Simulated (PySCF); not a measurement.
C₂H₈Si₂. Atoms are numbered in the order given.

```xyz
12

Si     0.0351     2.3181     0.0000
C     -0.4434     0.5058     0.0000
C      0.4434    -0.5058     0.0000
Si    -0.0351    -2.3181     0.0000
H      1.5251     2.4284     0.0000
H     -0.5154     3.0092    -1.2073
H     -0.5154     3.0092     1.2073
H     -1.5159     0.2599     0.0000
H      1.5159    -0.2599     0.0000
H      0.5154    -3.0092     1.2073
H      0.5154    -3.0092    -1.2073
H     -1.5251    -2.4284     0.0000
```

The structure is a stationary point at PBE0-D3(BJ)/def2-SVP.

Calculation: TDDFT-PBE/def2-SVPD run with PySCF.

Vertical excitations. Gas-phase values at a fixed geometry. State labels are in the subgroup C2h.

Computed UV-visible absorptions:
| state | symmetry | energy (eV) | λ (nm) | f | main pairs |
|---|---|---|---|---|---|
| S1 | Bg | 5.51 | 225 | 0.000 | HOMO−1→LUMO 99 % |
| S2 | Bu | 6.06 | 204 | 0.420 | HOMO→LUMO 80 %, HOMO−5→LUMO 18 % |
| S3 | Au | 6.33 | 196 | 0.002 | HOMO−2→LUMO 100 % |
| S4 | Bg | 6.42 | 193 | 0.000 | HOMO−3→LUMO 99 % |
| S5 | Au | 6.58 | 188 | 0.000 | HOMO→LUMO+1 100 % |
| S6 | Ag | 6.69 | 185 | 0.000 | HOMO−4→LUMO 91 % |
| S7 | Ag | 6.94 | 179 | 0.000 | HOMO−1→LUMO+1 93 % |
| S8 | Bg | 7.02 | 177 | 0.000 | HOMO→LUMO+2 98 % |
| S9 | Bg | 7.26 | 171 | 0.000 | HOMO→LUMO+3 98 % |
| S10 | Bu | 7.32 | 169 | 0.131 | HOMO→LUMO+5 31 %, HOMO−5→LUMO 31 %, HOMO−1→LUMO+2 24 %, HOMO→LUMO 7 % |
| T1 | Bu | 4.09 | 303 | 0 | HOMO→LUMO 96 % |
| T2 | Bg | 4.89 | 254 | 0 | HOMO−1→LUMO 100 % |
| T3 | Au | 6.22 | 199 | 0 | HOMO−2→LUMO 99 % |
| T4 | Ag | 6.29 | 197 | 0 | HOMO−4→LUMO 98 % |
Triplets are in the Tamm–Dancoff approximation, which puts them higher than full response would, so one can lie above its singlet here.
